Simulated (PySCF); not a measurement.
Molfile (atoms numbered from 1):
```
C5H9O2PS
     RDKit          3D

 18 18  0  0  0  0  0  0  0  0999 V2000
    2.3207   -1.6378   -0.0590 C   0  0  0  0  0  0  0  0  0  0  0  0
    2.1141   -0.2375    0.0395 O   0  0  0  0  0  0  0  0  0  0  0  0
    0.8587    0.1381    0.1657 C   0  0  0  0  0  0  0  0  0  0  0  0
    0.1364    1.2575    0.3220 C   0  0  0  0  0  0  0  0  0  0  0  0
    0.2320    2.7239    0.4721 C   0  0  0  0  0  0  0  0  0  0  0  0
   -0.8397   -0.2197    0.4763 P   0  0  2  0  0  5  0  0  0  0  0  0
   -1.6712   -1.0120    2.0566 S   0  0  0  0  0  0  0  0  0  0  0  0
   -1.8025   -0.7157   -1.0338 C   0  0  0  0  0  0  0  0  0  0  0  0
   -3.1349   -0.9198   -0.7360 O   0  0  0  0  0  0  0  0  0  0  0  0
    3.4051   -1.7971   -0.0795 H   0  0  0  0  0  0  0  0  0  0  0  0
    1.8747   -2.0357   -0.9848 H   0  0  0  0  0  0  0  0  0  0  0  0
    1.8851   -2.1566    0.8092 H   0  0  0  0  0  0  0  0  0  0  0  0
   -0.1080    3.0213    1.4766 H   0  0  0  0  0  0  0  0  0  0  0  0
   -0.4125    3.2411   -0.2551 H   0  0  0  0  0  0  0  0  0  0  0  0
    1.2669    3.0690    0.3368 H   0  0  0  0  0  0  0  0  0  0  0  0
   -1.6928    0.0879   -1.7808 H   0  0  0  0  0  0  0  0  0  0  0  0
   -1.2898   -1.6174   -1.4337 H   0  0  0  0  0  0  0  0  0  0  0  0
   -3.1677   -1.2489    0.1834 H   0  0  0  0  0  0  0  0  0  0  0  0
  1  2  1  0
  2  3  1  0
  3  4  2  0
  4  5  1  0
  4  6  1  0
  6  7  2  0
  6  8  1  6
  8  9  1  0
  6  3  1  0
  1 10  1  0
  1 11  1  0
  1 12  1  0
  5 13  1  0
  5 14  1  0
  5 15  1  0
  8 16  1  0
  8 17  1  0
  9 18  1  0
M  END
```

Geometry: PBE0-D3(BJ)/def2-SVP; GIAO shifts from PySCF, gas phase, non-relativistic, averaged over equivalent atoms.

At HF/pcSseg-1 (212 basis functions, 16 s wall time on 1 thread of an Intel Xeon 6975P-C, shared host):
```
      atoms  δ (ppm)
         C3    159.6
         C4    119.0
         C8     56.3
         C1     56.1
         C5      8.4
         O2     64.6
         O9      1.1
         P6    -50.4
         S7   -304.8
H10/H11/H12     3.58
        H17     3.18
        H18     3.15
        H16     2.94
H13/H14/H15     2.06
```

Shifts are taken against calculated references (same method and geometry level): 13C (190.85 ppm) and 1H (31.69 ppm) against TMS; 17O (333.31 ppm) against H2O; H3PO4 for 31P (356.22 ppm); 33S (513.52 ppm) against CS2.

Question: Predict the values at PBE0/pcSseg-1 on the same geometry.

Answer: 
| atoms | δ at PBE0/pcSseg-1 | change |
| --- | --- | --- |
| C3 | 159.3 | -0.3 |
| C4 | 119.1 | +0.1 |
| C8 | 64.3 | +8.0 |
| C1 | 60.6 | +4.5 |
| C5 | 9.2 | +0.8 |
| O2 | 108.2 | +43.6 |
| O9 | 24.1 | +23.0 |
| P6 | -60.6 | -10.2 |
| S7 | -269.8 | +35.0 |
| H10/H11/H12 | 3.70 | +0.12 |
| H17 | 3.53 | +0.35 |
| H18 | 2.38 | -0.77 |
| H16 | 3.27 | +0.33 |
| H13/H14/H15 | 2.00 | -0.06 |

Shifts are taken against calculated references (same method and geometry level): 13C (σ = 184.41 ppm), 1H (σ = 31.27 ppm) vs TMS; H2O for 17O (σ = 334.56 ppm); 31P (σ = 310.13 ppm) vs H3PO4; 33S (σ = 495.66 ppm) vs CS2.

The largest change is at O2 (ether oxygen). Cost: 212 basis functions, 28 s wall time on 1 thread of an Intel Xeon 6975P-C, shared host. The order of the carbon signals is the same at both levels.

Experimental scales use liquid or dissolved standards, which lie at an offset from isolated H2O (liquid H2O: subtract about 36 ppm) and H3PO4.
